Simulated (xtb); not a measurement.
ZrF₃Cl, SMILES [F][Zr]([F])([F])[Cl], multiplicity 1. All values are semi-empirical tight-binding results from xtb (GFN2-xTB unless named), good for trends rather than for accurate numbers. The structure is a stationary point at GFN2-xTB. The multiplicity is an assumed one; other spin states were not compared.

For metal compounds this method's bond lengths and energies can be far off.

Computed properties:
```yaml
point_group_as_xtb_finds_it: C3v
orbital_gap: 4.10 eV
zero_point_energy: 3.9 kcal/mol
G − E(el) at 298.15 K (modified RRHO): -16.1 kcal/mol
```
